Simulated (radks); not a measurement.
Spherical jellium clusters: N electrons in a uniform positive sphere of charge N and radius rs N^(1/3), rs = 4.41 bohr. Method: non-relativistic Kohn-Sham, LDA (Slater exchange, Perdew-Wang correlation), spin-polarised, spherical densities; computed with a radial shooting solver with Libxc functionals. Levels are named by radial order and angular momentum (1s, 1p, 1d, 2s, ...), and open shells are averaged over m. Each electron was tried in the lowest free levels, single moves between levels near the top were tried too, and the lowest total energy was kept; such a search can miss a lower state. Energies include the self-energy of the background; IP and EA are vertical (highest electron removed, lowest free level filled), at fixed background; spill-out counts the electrons outside the background radius R, and alpha is the static dipole polarisability from linear response (closed shells only). A dash means not computed or, for alpha, an open shell; in EA it means that no bound solution was reached, which is typical of self-interaction and does not show that the anion is unstable. Real open-shell clusters deform, which this model forbids.

N        open shells  2S  E/N (eV)  E(N+1) + E(N-1) - 2E(N) (eV)  EA (eV)  -e(HOMO) (eV)  spill-out (e)  alpha/R^3
1   1s(up 1, down 0)   1    -1.296                             -        -          2.828           0.35          -
2               none   0    -1.684                         0.935        -          2.960           0.51      1.555
3   1p(up 1, down 0)   1    -1.502                        -0.574        -          2.057           0.79          -
4   1p(up 2, down 0)   2    -1.554                        -0.391        -          2.512           0.94          -
5   1p(up 3, down 0)   3    -1.664                         0.281        -          2.801           1.06          -
6   1p(up 3, down 1)   2    -1.690                        -0.318        -          2.553           1.19          -
7   1p(up 3, down 2)   1    -1.754                        -0.228    1.515          2.809           1.30          -
8               none   0    -1.831                         1.006        -          2.991           1.39      1.383
9   1d(up 1, down 0)   1    -1.779                        -0.232        -          2.046           1.55          -
10  1d(up 2, down 0)   2    -1.760                        -0.196        -          2.268           1.68          -
11  1d(up 3, down 0)   3    -1.763                        -0.166    1.304          2.446           1.79          -
12  1d(up 4, down 0)   4    -1.779                        -0.142    1.463          2.593           1.88          -
13  1d(up 5, down 0)   5    -1.804                         0.304    1.190          2.716           1.96          -
14  1d(up 5, down 1)   4    -1.803                        -0.153    1.366          2.433           2.06          -
15  1d(up 5, down 2)   3    -1.812                        -0.131    1.515          2.573           2.15          -
16  1d(up 5, down 3)   2    -1.829                        -0.113    1.643          2.692           2.24          -
17  1d(up 5, down 4)   1    -1.850                        -0.099    1.755          2.793           2.31          -
18              none   0    -1.875                         0.195    1.598          2.880           2.39      1.293
19  2s(up 1, down 0)   1    -1.886                         0.196    1.458          2.684           2.54          -
20              none   0    -1.887                         0.295    1.177          2.523           2.73      1.321
21  1f(up 1, down 0)   1    -1.873                        -0.106    1.293          2.253           2.82          -
22  1f(up 2, down 0)   2    -1.866                        -0.096    1.398          2.351           2.89          -
23  1f(up 3, down 0)   3    -1.863                        -0.088    1.492          2.438           2.96          -
24  1f(up 4, down 0)   4    -1.864                        -0.081    1.578          2.517           3.03          -
25  1f(up 5, down 0)   5    -1.869                        -0.074    1.657          2.589           3.09          -
26  1f(up 6, down 0)   6    -1.876                        -0.068    1.730          2.654           3.15          -
27  1f(up 7, down 0)   7    -1.884                         0.265    1.476          2.714           3.21          -
28  1f(up 7, down 1)   6    -1.883                        -0.078    1.562          2.457           3.28          -
29  1f(up 7, down 2)   5    -1.885                        -0.072    1.642          2.530           3.34          -
30  1f(up 7, down 3)   4    -1.889                        -0.066    1.714          2.597           3.41          -
31  1f(up 7, down 4)   3    -1.894                        -0.061    1.782          2.658           3.47          -
32  1f(up 7, down 5)   2    -1.902                        -0.057    1.844          2.715           3.53          -
33  1f(up 7, down 6)   1    -1.910                        -0.053    1.902          2.767           3.59          -
34              none   0    -1.920                         0.323    1.604          2.815           3.64      1.233
35  2p(up 1, down 0)   1    -1.920                        -0.035    1.663          2.501           3.79          -
36  2p(up 2, down 0)   2    -1.920                        -0.027    1.712          2.546           3.93          -
37  2p(up 3, down 0)   3    -1.922                         0.200    1.543          2.583           4.07          -
38  2p(up 3, down 1)   2    -1.918                        -0.038    1.610          2.413           4.24          -
39  2p(up 3, down 2)   1    -1.915                        -0.031    1.668          2.467           4.41          -
40              none   0    -1.914                         0.031    1.633          2.514           4.58      1.283
41  1g(up 1, down 0)   1    -1.911                        -0.053    1.684          2.487           4.61          -
42  1g(up 2, down 0)   2    -1.910                        -0.050    1.731          2.531           4.65          -
43  1g(up 3, down 0)   3    -1.910                        -0.048    1.776          2.572           4.68          -
44  1g(up 4, down 0)   4    -1.912                             -    1.819          2.611           4.72          -

All shells are closed at N = 2, 8, 18, 20, 34, 40 (there: 1s2 1p6 1d10 2s2 1f14 2p6); the second difference of the energy has clear peaks (12 % above both neighbours; the first and last values, which can be the largest, are not judged, and half-filled shells can peak too) at N = 5, 8, 13, 20, 27, 34, 37, 40.
